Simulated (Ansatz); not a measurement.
System: sum formula AlBrF2, charge 0, multiplicity 1. 
Coordinates optimised at B3LYP-D3(BJ)/def2-TZVP (Ansatz, a program for electronic structure):
```
Al
F 1 1.6368
F 1 1.6368 2 118.71
Br 1 2.2248 2 120.65 3 -180.00
```

Quantity: vertical electron affinity (to the doublet state of charge -1; a negative value means that the extra electron is unbound and the number depends on the basis; each state is the SCF solution reached for its spin), in eV. Correlated levels leave the core frozen unless marked. UHF or UKS for open shells. Spin-orbit coupling is left out. Frozen are the shells of the preceding noble gas and the d and f shells that filled before the atom's block. No relativistic terms. Anions need diffuse functions: def2-D sets add few. Basis-set limits of correlation are two-point, X^-3; Hartree-Fock from the larger set. The bracket is a focal-point correction in the basis named.

```
level                                                          program  vertical electron affinity (eV)
-------------------------------------------------------------  -------  -------------------------------
HF/def2-SVPD                                                    Ansatz                            -0.55
SVWN5/def2-TZVPD                                                Ansatz                             0.57
r2SCAN/def2-TZVPD                                               Ansatz                             0.24
PBE0/def2-TZVPD                                                 Ansatz                             0.28
wB97M-V/def2-TZVPD                                              Ansatz                             0.11
MP2/def2-SVPD                                                   Ansatz                            -0.08
CCSD/def2-SVPD                                                  Ansatz                            -0.08
CCSD(T)/def2-TZVPPD                                             Ansatz                             0.08
RI-MP2/CBS(def2-TZVPPD,def2-QZVPPD)+[CCSD(T)-MP2]/def2-TZVPPD   Ansatz                             0.08
```
